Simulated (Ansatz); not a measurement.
Reaction (redistribution): `BB(F)BF` + `FC[SiH2]S` → `BC[SiH2]S` + `FBB(F)F`

Computed with Ansatz on PBE0-D4/def2-TZVP structures; ΔE is electronic, products minus reactants. CCSD(T)/CBS is the MP2 limit (def2-TZVPP, def2-QZVPP) plus CCSD(T) − MP2 in def2-TZVPP, frozen cores. DFT in def2-TZVPP. One conformer a species, not always the lowest.

Q: Is it downhill or uphill in electronic energy at CCSD(T)/CBS, and by how much? (Best estimate.)

A: The calculation gave: Downhill: ΔE = -324.7 kJ/mol.

Q: What do these levels give: r2SCAN-D4, PBE0-D4, r2SCANh-D4, BHLYP-D4, CAM-B3LYP-D4, ωB97X-V, revPBE, CAM-B3LYP, RPA@PBE/def2-TZVPP, MP2/def2-TZVPP, CCSD(T)/def2-TZVPP, CCSD/CBS(def2)? (Best estimate.)

A: Ansatz gave: r2SCAN-D4 -320.3, PBE0-D4 -315.7, r2SCANh-D4 -323.1, BHLYP-D4 -319.9, CAM-B3LYP-D4 -315.9, ωB97X-V -310.7, revPBE -299.3, CAM-B3LYP -314.4, RPA@PBE/def2-TZVPP -314.8, MP2/def2-TZVPP -343.3, CCSD(T)/def2-TZVPP -326.5, CCSD/CBS(def2) -322.7 kJ/mol.

Q: What do rigid-rotor, harmonic-oscillator terms from PBE0-D4/def2-TZVP frequencies (298.15 K, 1 bar) make of the CCSD(T)/CBS value? (An estimate is asked.)

A: The calculation gave: ΔZPE = +4.1 kJ/mol, ΔH = -321.2 kJ/mol, ΔS = -1 J/(mol·K), ΔG = -321.0 kJ/mol. Modes under 50 cm⁻¹ make the entropy rough.

Largest T1 diagnostic among the species: 0.014.

From r2SCAN to r2SCAN0 (25 % exact exchange), in def2-TZVPP and without D4, ΔE moves by −6.5 kJ/mol. Leaving LDA and LC-ωPBE aside and taking each functional with its dispersion term where it has one, the values, not all of them listed here, spread over 26.7 kJ/mol, from PBE-QIDH to BLYP-D4. LDA lies −15.3 kJ/mol from PBE without D4. At CCSD(T), def2-SVP lies −7.3 kJ/mol from the extrapolated value and def2-TZVPP −1.8 kJ/mol.
